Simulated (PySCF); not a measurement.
Potential energy of Be₂ along the bond

Set-up: Be def2-TZVPP; no relativity (PySCF 2.14). Energies in eV from Be + Be in their ground configurations at the same level. State: ¹Σg⁺ (singlet), closed shell.

All columns are r²SCAN.

```csv
R (Å),E (eV),HOMO (eV),LUMO (eV),Mayer bond order,⟨S²⟩
2.171,-0.211,-4.39,-3.00,1.18,0.00
2.272,-0.296,-4.47,-2.89,1.09,0.00
2.373,-0.339,-4.55,-2.79,0.99,0.00
2.448,-0.352,-4.61,-2.72,0.92,0.00
2.524,-0.352,-4.67,-2.67,0.86,0.00
2.600,-0.344,-4.73,-2.66,0.79,0.00
2.701,-0.323,-4.80,-2.64,0.71,0.00
2.827,-0.289,-4.89,-2.62,0.61,0.00
2.978,-0.244,-4.99,-2.59,0.51,0.00
3.180,-0.186,-5.12,-2.55,0.39,0.00
```

Closed-shell solutions of metal pairs were not tested for spin polarisation, which can lower them a little. The bond is weak. Basis-set superposition, not corrected here, can be much of De in a small basis, most of all at correlated wavefunction levels. Functionals without a dispersion term scatter widely for such bonds, and LDA overbinds them.
